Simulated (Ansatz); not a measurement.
A nudged elastic band was laid between two geometries of CH$_{3}$FSi$_{2}$ (7 atoms, charge 0, multiplicity 1).

These are results of RKS B3LYP-D4/def2-SVP (Ansatz 0.2.0), not measurements.

```
movable images  : 5
climbing image  : yes
spring          : 5.0 eV/Å²
optimiser       : quadratic models (default)
start path      : IDPP
force threshold : 0.05 eV/Å
iteration limit : 60
end points      : relaxed
```

Image 0:

```xyz
7
Properties=species:S:1:pos:R:3
C -1.050 1.511 -0.173
Si -0.472 0.151 0.718
Si 1.117 -1.304 -0.082
F 0.637 -2.833 -0.395
H -0.753 1.745 -1.200
H -1.760 2.215 0.275
H 2.280 -1.485 0.857
```

Image 6:

```xyz
7
Properties=species:S:1:pos:R:3
C -1.013 1.536 -0.151
Si -0.517 0.116 0.695
Si 1.080 -1.330 -0.105
F 0.606 -2.864 -0.406
H -1.704 2.253 0.308
H -0.700 1.788 -1.170
H 2.248 -1.498 0.829
```

Problem. Which bonds break or form, and what moves?

Solution. No bond is made or broken. The dihedral H5–C1–Si2–Si3 goes from 4 to -174°. The two ends are copies of one structure, up to a mirror image or an exchange of like atoms.

Problem. What energy profile does the band end with?

Solution. The forces met the threshold. The highest image is number 3 of 0 to 6, 0.78 eV above the ends, which have the same energy within 2 meV. A vibrational analysis at the climbing image gives one clearly imaginary mode, 505i cm⁻¹: a first-order saddle point.

| image | path coordinate (Å) | energy (eV) | dihedral H5–C1–Si2–Si3 (°) |
| --- | --- | --- | --- |
| 0 | 0.00 | 0.00 | 4 |
| 1 | 0.63 | 0.10 | 1 |
| 2 | 1.27 | 0.48 | -32 |
| 3 | 1.90 | 0.78 | -74 |
| 4 | 2.67 | 0.50 | -118 |
| 5 | 3.44 | 0.13 | -155 |
| 6 | 4.21 | 0.00 | -174 |

Problem. What is the geometry of the highest image?

Solution. 
```xyz
7
Properties=species:S:1:pos:R:3:forces:R:3
C -0.866 1.730 -0.086 0.05 0.00 0.01
Si -0.168 0.224 0.328 -0.01 -0.02 0.00
Si 1.011 -1.872 -0.591 -0.03 -0.02 0.02
F 0.129 -3.050 0.164 0.02 0.02 -0.02
H -0.242 2.594 -0.358 -0.03 0.01 0.00
H -1.932 1.961 0.041 0.00 0.00 -0.01
H 2.068 -1.587 0.501 0.00 0.00 0.00
```

Problem. What are the harmonic wavenumbers there?

Solution. 505i, 10i, 94, 150, 216, 396, 525, 652, 804, 834, 957, 1302, 1938, 3101, 3193 cm⁻¹.

Run time: 3.9 min on 1 thread of Intel(R) Xeon(R) Platinum 8375C CPU @ 2.90GHz (Ice Lake), with other jobs on the host, peak memory 0.17 GiB.
